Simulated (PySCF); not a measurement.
C₉H₉N.
Atom-mapped SMILES: `[CH2:1]=[N:2][C:3]1=[CH:4][C@H:5]2[CH:6]=[CH:7][C@@H:8]1[CH:9]=[CH:10]2` (hydrogens: H11, H12 on C1; H13 on C4; H14 on C5; H15 on C6; H16 on C7; H17 on C8; H18 on C9; H19 on C10)

The same species was optimised twice, with GFN2-xTB and with PBE0-D3(BJ)/def2-SVP (PySCF), and the same property calculations (PySCF, gas phase) were run on both structures.

```json
{"coordinate": "C7–C8 (Å)", "GFN2-xTB": "1.515", "PBE0-D3(BJ)/def2-SVP": "1.532", "change": "+0.017"}
{"coordinate": "C5–C6 (Å)", "GFN2-xTB": "1.517", "PBE0-D3(BJ)/def2-SVP": "1.533", "change": "+0.016"}
{"coordinate": "C4–C5 (Å)", "GFN2-xTB": "1.513", "PBE0-D3(BJ)/def2-SVP": "1.528", "change": "+0.015"}
{"coordinate": "C8–C9 (Å)", "GFN2-xTB": "1.513", "PBE0-D3(BJ)/def2-SVP": "1.527", "change": "+0.014"}
{"coordinate": "C5–C10 (Å)", "GFN2-xTB": "1.517", "PBE0-D3(BJ)/def2-SVP": "1.531", "change": "+0.014"}
{"coordinate": "N2–C3 (Å)", "GFN2-xTB": "1.370", "PBE0-D3(BJ)/def2-SVP": "1.383", "change": "+0.013"}
{"coordinate": "C3–C8 (Å)", "GFN2-xTB": "1.524", "PBE0-D3(BJ)/def2-SVP": "1.535", "change": "+0.011"}
{"coordinate": "C1=N2 (Å)", "GFN2-xTB": "1.258", "PBE0-D3(BJ)/def2-SVP": "1.268", "change": "+0.010"}
{"coordinate": "C9=C10 (Å)", "GFN2-xTB": "1.322", "PBE0-D3(BJ)/def2-SVP": "1.332", "change": "+0.010"}
{"coordinate": "C6=C7 (Å)", "GFN2-xTB": "1.321", "PBE0-D3(BJ)/def2-SVP": "1.330", "change": "+0.009"}
{"coordinate": "C3=C4 (Å)", "GFN2-xTB": "1.336", "PBE0-D3(BJ)/def2-SVP": "1.342", "change": "+0.006"}
{"coordinate": "C1–N2–C3 (°)", "GFN2-xTB": "123.5", "PBE0-D3(BJ)/def2-SVP": "120.3", "change": "-3.2"}
{"coordinate": "C4–C5–C10 (°)", "GFN2-xTB": "104.7", "PBE0-D3(BJ)/def2-SVP": "105.7", "change": "+1.0"}
{"coordinate": "N2–C3–C8 (°)", "GFN2-xTB": "117.5", "PBE0-D3(BJ)/def2-SVP": "118.4", "change": "+0.9"}
{"coordinate": "C3–C4–C5 (°)", "GFN2-xTB": "113.3", "PBE0-D3(BJ)/def2-SVP": "112.5", "change": "-0.8"}
{"coordinate": "C6–C7–C8 (°)", "GFN2-xTB": "113.7", "PBE0-D3(BJ)/def2-SVP": "112.9", "change": "-0.8"}
{"coordinate": "C7–C8–C9 (°)", "GFN2-xTB": "105.6", "PBE0-D3(BJ)/def2-SVP": "106.3", "change": "+0.7"}
{"coordinate": "N2–C3–C4 (°)", "GFN2-xTB": "129.1", "PBE0-D3(BJ)/def2-SVP": "128.4", "change": "-0.7"}
{"coordinate": "C3–C8–C9 (°)", "GFN2-xTB": "104.7", "PBE0-D3(BJ)/def2-SVP": "105.3", "change": "+0.6"}
{"coordinate": "C1–N2–C3–C4 (°)", "GFN2-xTB": "45", "PBE0-D3(BJ)/def2-SVP": "49", "change": "+4"}
```

Rotational constants: A = 2777, B = 1182, C = 1158 MHz (GFN2-xTB) against A = 2716, B = 1171, C = 1150 MHz (PBE0-D3(BJ)/def2-SVP). Point groups within 0.08 Å: C1 and C1.

On the GFN2-xTB structure: HOMO (eV) -5.82 [PBE0/pcSseg-1]; LUMO (eV) -1.03 [PBE0/pcSseg-1]; dipole (D) 1.32 [PBE0/pcSseg-1]; GIAO shielding of C1 (ppm) 39.8 [PBE0/pcSseg-1]; GIAO shielding of N2 (ppm) -130.9 [PBE0/pcSseg-1]; GIAO shielding of C3 (ppm) 9.7 [PBE0/pcSseg-1]; GIAO shielding of C4 (ppm) 64.0 [PBE0/pcSseg-1]; GIAO shielding of C5 (ppm) 135.4 [PBE0/pcSseg-1]; GIAO shielding of C6/C10 (mean) (ppm) 35.9 [PBE0/pcSseg-1]; GIAO shielding of C7/C9 (mean) (ppm) 37.6 [PBE0/pcSseg-1]; GIAO shielding of C8 (ppm) 128.7 [PBE0/pcSseg-1].

What do these properties become on the PBE0-D3(BJ)/def2-SVP structure?

```csv
property,level,on GFN2-xTB,on PBE0-D3(BJ)/def2-SVP,change
HOMO (eV),PBE0/pcSseg-1,-5.82,-5.89,-0.07
LUMO (eV),PBE0/pcSseg-1,-1.03,-1.00,+0.03
dipole (D),PBE0/pcSseg-1,1.32,1.37,+0.05
"energy, GFN2-xTB geometry as zero (kcal/mol)",PBE0/pcSseg-1,0.0,-1.5,-1.5
GIAO shielding of C1 (ppm),PBE0/pcSseg-1,39.8,34.5,-5.3
GIAO shielding of N2 (ppm),PBE0/pcSseg-1,-130.9,-138.8,-7.9
GIAO shielding of C3 (ppm),PBE0/pcSseg-1,9.7,4.2,-5.5
GIAO shielding of C4 (ppm),PBE0/pcSseg-1,64.0,60.5,-3.5
GIAO shielding of C5 (ppm),PBE0/pcSseg-1,135.4,133.4,-2.0
GIAO shielding of C6/C10 (mean) (ppm),PBE0/pcSseg-1,35.9,31.7,-4.2
GIAO shielding of C7/C9 (mean) (ppm),PBE0/pcSseg-1,37.6,34.0,-3.6
GIAO shielding of C8 (ppm),PBE0/pcSseg-1,128.7,128.0,-0.7
```

The heavy atoms differ by 0.039 Å rms after alignment. Among bonds between heavy atoms C5–C6 and C7–C8 change most and about equally (+0.016 to +0.017 Å). Changes are differences of the printed values. Neither structure is proved a minimum here.

The values belong to the conformer `[CH2:1]=[N:2][C:3]1=[CH:4][C@H:5]2[CH:6]=[CH:7][C@@H:8]1[CH:9]=[CH:10]2`: C1–N2–C3–C4 49°.
